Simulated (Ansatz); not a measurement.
Program: Ansatz. Geometries: PBE0-D4/def2-TZVP. ΔE: electronic, gas phase. CBS: MP2 limit from def2 TZ/QZ plus the TZ coupled-cluster correction, frozen cores. This one scheme is used for every species. Functionals use def2-TZVPP. B3LYP here is the variant with VWN-RPA as its local correlation; programs differ in this. def2 core potentials past Kr. For Te outer-core shells are correlated without core-valence functions, which leaves a few kJ/mol of doubt a bond. Each species was taken in one conformer, which may not be the lowest.

Reaction (substitution at a C–N bond): `C/N=C/S` + `OC(F)[TeH]` → `COC(F)[TeH]` + `N=CS`

| level | ΔE (kJ/mol) | difference from CCSD(T)/CBS |
| --- | --- | --- |
| PBE-D4 | 32.4 | 5.7 |
| B3LYP-D4 | 27.1 | 0.4 |
| ωB97X-V | 23.2 | -3.5 |
| ωB97M-V | 24.7 | -2.0 |
| B2PLYP | 27.2 | 0.5 |
| r2SCAN | 29.5 | 2.8 |
| PBE0 | 31.8 | 5.1 |
| B3LYP | 28.0 | 1.3 |
| HF/def2-TZVPP | 21.2 | -5.5 |
| MP2/def2-TZVPP | 28.8 | 2.1 |
| SCS-MP2/def2-TZVPP | 25.8 | -0.9 |
| CCSD/def2-TZVPP | 24.2 | -2.5 |
| MP2/def2-QZVPP | 29.8 | 3.1 |
| SCS-MP2/def2-QZVPP | 26.8 | 0.1 |
| HF/CBS(def2) | 21.0 | -5.7 |
| CCSD/CBS(def2) | 26.0 | -0.7 |
| CCSD(T)/CBS | 26.7 | 0 |

Largest T1 diagnostic among the species: 0.014.

In def2-TZVPP, CCSD(T) changes the Hartree–Fock value by +3.8 kJ/mol (the triples alone add +0.7 kJ/mol) and MP2 by +7.7 kJ/mol.
